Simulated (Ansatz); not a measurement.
Reaction (formal exchange of groups at the Si–C bond): `F/C(S)=C\[SiH3]` + `C[SiH](F)[SiH3]` → `F[SiH]([SiH3])C[SiH3]` + `C=C(F)S`

Program: Ansatz. Geometries: PBE0-D4/def2-TZVP. ΔE: electronic, gas phase. CBS: MP2 limit from def2 TZ/QZ plus the TZ coupled-cluster correction, frozen cores. Functionals use def2-TZVPP. B3LYP here is the variant with VWN-RPA as its local correlation; programs differ in this. One conformer a species, not always the lowest.

| level | ΔE (kcal/mol) |
| --- | --- |
| r2SCAN-D4 | 2.4 |
| B3LYP-D4 | 2.1 |
| PBE | 3.0 |
| PBE0 | 2.5 |
| HF/def2-QZVPP | 2.6 |
| HF/CBS(def2) | 2.6 |
| MP2/CBS(def2) | 1.8 |
| CCSD/CBS(def2) | 1.4 |

Problem. What does CCSD(T)/CBS give? (An estimate is asked.)

Solution. The calculation gave: +1.5 kcal/mol. The listed levels differ from it by 0.9, 0.6, 1.5, 1.0, 1.1, 1.1, 0.3, -0.1 kcal/mol.

Largest T1 diagnostic among the species: 0.013.

The D4 term adds −1.2 kcal/mol with B3LYP and −0.7 kcal/mol with PBE0; it sums over pairs of atoms, weighted by their polarisabilities, and B3LYP, whose exchange is more repulsive, gets the larger term.
